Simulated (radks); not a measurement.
Results of a calculation; reference values are marked as such.
Q: All-electron atom: In XXXVI in [Ne] 3s2 3p2. Code: a radial shooting solver on a logarithmic mesh with Libxc functionals. Model: Dirac Kohn-Sham, BLYP, spin-unpolarised, spherical densities, finite nucleus; open shells are shared between the two j in proportion to 2j + 1; Fermi nuclear charge, rms radius 4.6156 fm.

Spin-orbit splittings of the eigenvalues, e(l+1/2) - e(l-1/2), with zeta = 2 splitting/(2l+1) and mean radii in bohr:

shell  occ.  splitting (eV)  zeta (eV)  <r> j=l-1/2  <r> j=l+1/2
2p        6           217.2      144.8       0.1067       0.1118
3p        2               ?          ?       0.2939       0.3015
3d        0           12.68      5.070       0.2629       0.2653

Estimate the 3p splitting.

A: 53.65 eV (zeta = 35.77 eV).
